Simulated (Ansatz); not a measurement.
Computed with Ansatz on PBE0-D4/def2-TZVP structures; ΔE is electronic, products minus reactants. CCSD(T)/CBS adds triple-zeta CCSD(T) − MP2 to the extrapolated MP2 energy (def2 sets, frozen cores). This one scheme is used for every species, atoms too. Functionals use def2-TZVPP. No spin–orbit coupling; open shells (•) take unrestricted orbitals. Spin–orbit coupling would lower the free atoms: a little for B, C, O. Each species was taken in one conformer, which may not be the lowest.

Reaction (atomization): `CBCO` → B• + 2 C• + 7 H• + O•

(1) What is ΔE at CCSD(T)/CBS? (Best estimate.)

(2) What do these levels give: CAM-B3LYP-D4, revPBE, CCSD/def2-SVP, CCSD(T)/def2-SVP, HF/def2-TZVPP, HF/def2-QZVPP? (An estimate is asked.)

Largest T1 diagnostic among the species: 0.014.

Results:

(1) The calculation gave: +4134.3 kJ/mol.

(2) Ansatz gave: CAM-B3LYP-D4 4171.7, revPBE 4070.2, CCSD/def2-SVP 3916.6, CCSD(T)/def2-SVP 3946.8, HF/def2-TZVPP 3104.9, HF/def2-QZVPP 3109.1 kJ/mol.

The D4 term adds +23.0 kJ/mol with B3LYP and +12.0 kJ/mol with PBE0; it sums over pairs of atoms, weighted by their polarisabilities, and B3LYP, whose exchange is more repulsive, gets the larger term. At CCSD(T), def2-SVP lies −187.5 kJ/mol from the extrapolated value and def2-TZVPP −93.0 kJ/mol: correlation converges slowly with the basis, and small sets miss more of it in the bonded molecule than in its fragments.

B3LYP here is the variant with VWN-RPA as its local correlation; programs differ in this.

For atomizations the MP2-based limit and the directly extrapolated one differ by several kJ/mol either way, and by 10 to 25 for some Ge, Se and Sn compounds, so smaller differences from it don't rank the levels.
